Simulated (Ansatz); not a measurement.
C₂H₆GeOS (`O/C(S)=[CH]\[GeH3]`), relaxed with RKS PBE-D4/def2-SVP in Ansatz from a rough embedded geometry. The force threshold is 0.03 eV/Å; the program also tests the step.

Total charge 0; spin multiplicity 1.

Start:

```xyz
11

O     1.584   -0.794    0.002
C     0.875    0.041   -0.785
S     1.514    0.468   -2.408
C    -0.340    0.500   -0.437
Ge   -1.082    0.196    1.322
H     1.390   -1.095    0.946
H     0.831   -0.680   -3.011
H    -0.870    1.157   -1.086
H    -0.135    0.644    2.478
H    -1.326   -1.355    1.508
H    -2.440    0.920    1.471
```

| step | energy (eV) | largest force (eV/Å) | largest move (Å) |
| --- | --- | --- | --- |
| 1 | -71539.1430 | 1.930 | 0.000 |
| 2 | -71539.5316 | 1.297 | 0.146 |
| 3 | -71539.6446 | 0.667 | 0.111 |
| 4 | -71539.7096 | 0.300 | 0.200 |
| 5 | -71539.7176 | 0.825 | 0.197 |
| 6 | -71539.7713 | 0.442 | 0.143 |
| 7 | -71539.8150 | 0.302 | 0.193 |
| 8 | -71539.8366 | 0.504 | 0.191 |
| 9 | -71539.8517 | 0.324 | 0.063 |
| 10 | -71539.8681 | 0.121 | 0.139 |
| 11 | -71539.8740 | 0.188 | 0.165 |
| 12 | -71539.8801 | 0.119 | 0.029 |
| 13 (rejected) | -71539.8781 | 0.456 | 0.077 |
| 14 | -71539.8840 | 0.051 | 0.038 |
| 15 | -71539.8868 | 0.066 | 0.096 |
| 16 | -71539.8872 | 0.114 | 0.105 |
| 17 | -71539.8887 | 0.059 | 0.015 |
| 18 | -71539.8887 | 0.043 | 0.016 |
| 19 | -71539.8890 | 0.032 | 0.012 |
| 20 | -71539.8891 | 0.025 | 0.011 |

End:

```xyz
11

O     1.097   -1.244   -0.492
C     0.608   -0.057   -0.926
S     1.310    0.426   -2.487
C    -0.289    0.734   -0.275
Ge   -0.995    0.315    1.472
H     0.640   -1.465    0.351
H     1.786   -0.815   -2.783
H    -0.620    1.655   -0.778
H    -0.511    1.293    2.577
H    -0.480   -1.113    1.857
H    -2.545    0.272    1.483
```

Run time 39 s (4 threads of a server CPU on a shared host); peak host memory 0.18 GiB.
